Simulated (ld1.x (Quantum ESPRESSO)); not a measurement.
**Plane-wave convergence, TM potential for thallium**

thallium (Tl), norm-conserving Troullier–Martins (Kleinman–Bylander form), made with ld1.x (Quantum ESPRESSO) 7.5 (LDA (PZ), scalar-relativistic). Core [Xe] 4f14, reference 5d10 6s2 6p1. Waves: 6s (bound): rc 1.80 bohr; 6p (bound): rc 2.90 bohr; 5d (bound): rc 1.35 bohr. Local part: all-electron potential smoothed inside 2.85 bohr (lloc = -1). Core correction: a·sin(br)/r model core inside 0.80 bohr.

The pseudo-atom Hamiltonian at the reference potential is diagonalised in spherical Bessel functions j_l(qr) that vanish at 20 bohr, with q² up to the cutoff. All-electron valence levels (Ry): 6s -0.7227, 6p -0.1897, 5d -1.1480.

Q: How do the lowest levels (Ry) of each channel move with the cutoff, and are there ghosts?

A:

```
cutoff (Ry)     s #1     s #2     p #1    p #2     d #1    d #2    f #1  Σ f·Δε (mRy)
          8  -0.7029  -0.0297  -0.1883  0.0272  -0.0033  0.0689  0.1011       11488.5
         12  -0.7060  -0.0300  -0.1897  0.0270  -0.1938  0.0527  0.1011        9576.1
         18  -0.7144  -0.0307  -0.1898  0.0270  -0.6475  0.0479  0.1011        5022.4
         21  -0.7181  -0.0311  -0.1899  0.0270  -0.8136  0.0472  0.1011        3353.5
         30  -0.7207  -0.0313  -0.1899  0.0270  -1.0644  0.0464  0.1011         840.0
         40  -0.7217  -0.0314  -0.1899  0.0270  -1.1411  0.0463  0.1011          71.4
         50  -0.7226  -0.0314  -0.1899  0.0270  -1.1468  0.0462  0.1011          12.5
         60  -0.7227  -0.0314  -0.1899  0.0270  -1.1469  0.0462  0.1011          11.5
         70  -0.7228  -0.0314  -0.1899  0.0270  -1.1473  0.0462  0.1011           7.3
         90  -0.7229  -0.0315  -0.1899  0.0270  -1.1479  0.0462  0.1011           0.9
        110  -0.7229  -0.0315  -0.1899  0.0270  -1.1480  0.0462  0.1011           0.2
        400  -0.7230  -0.0315  -0.1899  0.0270  -1.1480  0.0462  0.1011           0.0
```

Result: no extra level below or beside the all-electron valence levels (s, p, d, f tested); 10 mRy is reached at 70 Ry and 1 mRy at 90 Ry.
